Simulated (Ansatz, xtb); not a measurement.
## Ranking isomers of CH4GaN

3 gas-phase structures of CH4GaN, found in a search over its isomers (lower ones may exist). Each was relaxed with GFN2-xTB:

A. `C[NH][Ga]`, a singlet
B. a singlet given by its coordinates
C. `N[CH2][Ga]`, a singlet

B (Å):

```xyz
7

C     0.5419   -0.6322    0.2726
Ga    1.3493    1.0592   -0.7600
N    -0.6337    0.3108    0.0813
H    -1.5087   -0.1887   -0.0725
H     0.3831   -1.4564   -0.4431
H     0.4906   -1.0945    1.2690
H    -0.7563    0.8194    0.9558
```

Close contacts (Å): C1–Ga2 2.14, C1–N3 1.52, Ga2–N3 2.28, C1–H5 1.10, C1–H6 1.10, N3–H4 1.02, N3–H7 1.02.

Task: Estimate their order in r2SCAN-D4/def2-SVP energy at these geometries, lowest first.

Result: Calculated order at r2SCAN-D4/def2-SVP: A (0.0), B (23.2), C (27.5) kcal/mol.

Energies above the lowest of each column, in kcal/mol; the last columns are at B3LYP/6-31G* geometries:

| structure | GFN2-xTB | HF/STO-3G | r2SCAN-D4/def2-SVP | B3LYP/6-31G* | CCSD(T)/def2-TZVP |
| --- | --- | --- | --- | --- | --- |
| A | 0.0 | 0.0 | 0.0 | 0.0 | 0.0 |
| B | 28.4 | 33.5 | 23.2 | 23.3 | 21.8 |
| C | 38.3 | 44.2 | 27.5 | 26.9 | 25.9 |

Every level run on A puts it lowest or level with the lowest. Flexible structures stand in one conformer each, not always the lowest.

Programs: Ansatz 0.2.0, xtb 6.7.1 (Pople sets with spherical d functions).
